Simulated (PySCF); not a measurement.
Orbital picture of LiBr

PBE at R = 2.215 Å; Li cc-pVDZ, Br cc-pVDZ-PP with ECP10; scalar-relativistic core potentials (PySCF 2.14). State: ¹Σ⁺ (singlet), closed shell. Only the outer orbitals are listed, counted within each symmetry, core potentials removing the inner ones.

```csv
orbital,occ.,ε (eV),on Li (%),main shells (%)
4σ,2,-52.08,100,100 Li s
5σ,2,-17.41,5,95 Br s
6σ,2,-6.15,15,"84 Br p, 8 Li s"
3π,2,-5.44,7,93 Br p
3π,2,-5.44,7,93 Br p
7σ,0,-1.97,98,"77 Li s, 21 Li p"
4π,0,-0.29,97,96 Li p
4π,0,-0.29,97,96 Li p
```

Problem. Which are the highest filled and the lowest empty level, where do they sit, and how wide is the gap?

Solution. Highest filled 3π at -5.44 eV (in %: 93 Br p); lowest empty 7σ at -1.97 eV (in %: 77 Li s, 21 Li p); the gap at PBE is 3.47 eV.

```json
{
  "bond order (Mayer)": "1.19",
  "⟨S²⟩": "0.000",
  "charge on Li (Mulliken, basis-dependent)": "0.31",
  "charge on Li (Löwdin, basis-dependent)": "0.27",
  "dipole moment (positive dipole means Li(−)Br(+))": "-6.83 D",
  "polarisability along the bond": "38.8 bohr³",
  "polarisability across the bond": "29.0 bohr³"
}
```
